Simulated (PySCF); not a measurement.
1-butanol, C₄H₁₀O, SMILES CCCCO, singlet, GFN2-xTB optimised geometry.

```
15

C      0.27     0.37     0.00
C     -0.26    -0.37    -1.22
C      0.21     0.28    -2.52
C     -0.32    -0.44    -3.75
O      0.16     0.22    -4.90
H      1.36     0.37     0.00
H     -0.08    -0.10     0.92
H     -0.07     1.40     0.00
H     -1.36    -0.37    -1.20
H      0.07    -1.40    -1.19
H     -0.13     1.32    -2.56
H      1.30     0.29    -2.56
H     -1.42    -0.44    -3.74
H      0.02    -1.49    -3.74
H     -0.17    -0.24    -5.69
```

Density from PBE0/def2-TZVP run with PySCF at that geometry.

Minimum of the electron density along straight lines between bonded atoms, close to the bond critical point (lines longer than 1.1 times the sum of covalent radii, or with two minima, are not listed):

| bond | length / Å | ρ at the minimum / e bohr⁻³ | ∇²ρ there / e bohr⁻⁵ | position (fraction from the first atom) |
|---|---|---|---|---|
| C1–C2 | 1.524 | 0.246 | -0.61 | 0.50 |
| C2–C3 | 1.525 | 0.247 | -0.61 | 0.50 |
| C3–C4 | 1.525 | 0.252 | -0.65 | 0.49 |
| C4–O5 | 1.412 | 0.263 | -0.59 | 0.35 |
| C1–H6 | 1.088 | 0.279 | -0.96 | 0.64 |
| C1–H7 | 1.088 | 0.279 | -0.96 | 0.64 |
| C1–H8 | 1.088 | 0.279 | -0.96 | 0.64 |
| C2–H9 | 1.093 | 0.278 | -0.95 | 0.64 |
| C2–H10 | 1.093 | 0.278 | -0.95 | 0.64 |
| C3–H11 | 1.091 | 0.279 | -0.96 | 0.64 |
| C3–H12 | 1.091 | 0.279 | -0.96 | 0.64 |
| C4–H13 | 1.100 | 0.280 | -0.97 | 0.64 |
| C4–H14 | 1.100 | 0.280 | -0.97 | 0.64 |
| O5–H15 | 0.962 | 0.363 | -2.45 | 0.80 |
